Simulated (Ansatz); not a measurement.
```xyz
6

N    -0.165   -0.492    1.400
Ge   -0.107   -0.164   -0.419
Cl    0.822    1.734   -0.883
H     0.256    0.286    1.919
H    -1.547   -0.106   -0.941
H     0.741   -1.258   -1.076
```

Charge 0, multiplicity 2.

(1) List the PBE/def2-TZVPP orbital energies in eV (Ansatz). (Best estimate.)

Results:

(1) Computed: α occupied: -10805.58, -2738.82, -1338.89, -1192.33, -1192.29, -1192.29, -381.68, -249.38, -190.09, -189.91, -189.90, -163.52, -115.03, -114.92, -114.91, -30.86, -30.82, -30.77, -30.70, -30.70, -21.08, -20.09, -14.00, -10.65, -9.82, -9.35, -8.16, -7.75, -7.33, -7.21. α empty: -1.05, -0.36, -0.04, 1.18, 1.30, 4.05, 4.39, 4.70. β occupied: -10805.58, -2738.82, -1338.89, -1192.33, -1192.29, -1192.29, -381.22, -249.38, -190.09, -189.91, -189.90, -163.52, -115.03, -114.92, -114.90, -30.85, -30.82, -30.77, -30.70, -30.69, -20.43, -19.62, -13.88, -10.36, -9.55, -9.26, -8.03, -7.55, -6.86. β empty: -5.02, -1.01, -0.17, 0.03, 1.39, 1.41, 4.09, 4.45. ⟨S²⟩ = 0.753.
